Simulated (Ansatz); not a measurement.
Basis-set extrapolation for `[SiH3]CC=S` (PBE0-D4/def2-TZVP geometry, frozen core, the Gaussian-basis code of Ansatz). Multiplicity 1, RHF reference.

```json
{"": "HF", "def2-TZVPP": "-765.718831", "def2-QZVPP": "-765.742791"}
{"": "MP2 correlation", "def2-TZVPP": "-0.633070", "def2-QZVPP": "-0.678135"}
{"": "CCSD(T) correlation", "def2-TZVPP": "-0.715787", "def2-QZVPP": "not run"}
```

Energies in hartree. Use E(X) = E(∞) + A·exp(−7.88·√X) for Hartree–Fock and E(X) = E(∞) + B·X^(−2.97) for correlation, with X = 3 and 4, and add CCSD(T) minus MP2 of the smaller set to the MP2 limit.

Q: What is the CCSD(T) energy at the basis-set limit?

A: HF limit: -765.742791 + (-0.023960) × 0.13774 = -765.74609. MP2 limit: -0.678135 + (-0.045065) × 0.74074 = -0.71152. Higher-order term: -0.715787 − (-0.633070) = -0.08272. Total: -766.54033 hartree, 66.3 kcal/mol below CCSD(T)/def2-TZVPP.
